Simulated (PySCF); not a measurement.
Co: ionisation energy

Co [Ar] 3d7 4s2 (4F) → Co⁺ [Ar] 3d8 (3F), as a difference of total energies. Computed with PySCF 2.14 in pcseg-2, with no relativity, point nucleus. Correlated levels: valence: [Ar] frozen. The calculations carry no spin-orbit coupling.

Q: Order these methods by the ionisation energy they give, lowest first.
A. UHF
B. M06-L
C. SCS-MP2 (valence)
D. BP86

A: B (7.005 eV), C (7.061 eV), D (7.382 eV), A (7.913 eV).

These non-relativistic numbers lack the scalar-relativistic shift.

Errors of the correlated levels include the incompleteness of this basis and the frozen core.

MP2 underrates the near-degeneracy of ns² with np² in the lower species.

For comparison: 7.869 eV (measured; NIST levels, between the centres of gravity of the two terms).
